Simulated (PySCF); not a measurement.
Computed shifts of a molecule C₂H₄Cl₂Si₂, PBE0/pcSseg-1 in PySCF, GIAO, gas phase, equivalent atoms averaged, in ppm (number of nuclei): ²⁹Si: -15.9 (1), -93.5 (1). ¹³C: 118.6 (1), 117.5 (1). ¹H: 5.88 (1), 4.47 (3). References: ²⁹Si against TMS (σ = 352.7 ppm); ¹³C against TMS (σ = 186.3 ppm); ³⁵Cl against HCl (σ = 945.9 ppm); ¹H against TMS (σ = 31.56 ppm), references at their B3LYP-D3(BJ)/def2-TZVP geometries, non-relativistic (without spin–orbit terms, shifts of atoms bonded to Cl or Br come out too high). The structure is a stationary point at B3LYP-D3(BJ)/def2-SVP. Other conformers were not sampled.

Problem. Identify the compound among the candidates.
(A) C#C[Si@H](Cl)[SiH2]Cl
(B) ClC1=C(Cl)[SiH2][SiH2]1
(C) ClC1=C[SiH2][Si@H]1Cl
(D) [SiH3]C#C[SiH](Cl)Cl

Solution. D, [SiH3]C#C[SiH](Cl)Cl
